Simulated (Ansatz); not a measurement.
This geometry of BrH + CH5B (9 atoms, charge 0, multiplicity 1) is a first-order saddle point.

These are results of Ansatz 0.2.0, RHF/def2-SVP, not measurements.

```xyz
9
Properties=species:S:1:pos:R:3
B 0.048 0.186 0.064
H 0.138 -0.176 1.306
C 1.387 -0.003 -0.745
H 1.523 -1.073 -0.940
H 1.336 0.500 -1.712
H 2.270 0.356 -0.216
H -1.062 -0.010 -0.319
Br -0.086 2.445 0.815
H 0.067 0.861 1.374
```

Task: Which two structures does it join? (They come from a converged band through this point; their orientation in space is the band's.)

Result: Bonds broken: B1–H2, Br8–H9. Bonds formed: B1–Br8, H2–H9. BrH + CH5B becomes CH4BBr + H2.

First end point:

```xyz
9
Properties=species:S:1:pos:R:3
B 0.129 -0.364 -0.130
H 0.170 -0.641 1.042
C 1.452 -0.215 -0.965
H 1.713 -1.236 -1.283
H 1.341 0.381 -1.873
H 2.299 0.155 -0.384
H -0.952 -0.284 -0.650
Br -0.172 3.055 1.371
H -0.358 2.234 2.501
```

Last end point:

```xyz
9
Properties=species:S:1:pos:R:3
B 0.081 0.758 -0.912
H -0.098 -0.291 3.453
C 1.450 0.032 -1.128
H 1.439 -0.898 -0.548
H 1.544 -0.268 -2.176
H 2.324 0.614 -0.840
H -0.962 0.279 -1.244
Br -0.038 2.495 -0.069
H -0.120 0.363 3.092
```

Task: How far does it lie above each of them?

Result: 109.2 kJ/mol above the first and 159.5 kJ/mol above the second. This is the barrier of this one path; another mechanism may lie lower. The orbitals stay closed-shell, which can raise the energy where a bond breaks towards radicals; this wasn't checked here.

The run took 2.1 min on 1 thread of Arm Neoverse V1 (shared host), peak memory 0.17 GiB.
